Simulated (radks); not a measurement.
Values are calculated unless marked as measured or tabulated.
The zinc ion Zn2+, [Ar] 3d10. Code: a radial shooting solver on a logarithmic mesh with Libxc functionals. Model: non-relativistic Kohn-Sham, exchange-only PBE, spin-polarised, spherical densities, point nucleus. Every spin shell is full or empty, so the densities are truly spherical. Functionals are evaluated on that one density, not self-consistently. Rank these exchange functionals by their error against the exact value of the orbitals, and give that value: LDA, revPBE, PW86, OPTX, WC, B86b, EV93, APBE, TPSS, SCAN, MVS.

Answer. Exact: -69.1016 hartree. From best to worst, with 100 (|E| - |E exact|)/|E exact| (equal figures are ties): revPBE +0.06, MVS +0.18, TPSS +0.24, B86b +0.34, PW86 +0.40, SCAN +0.41, EV93 +0.48, APBE +0.73, WC -0.81, OPTX +0.98, LDA -5.75.
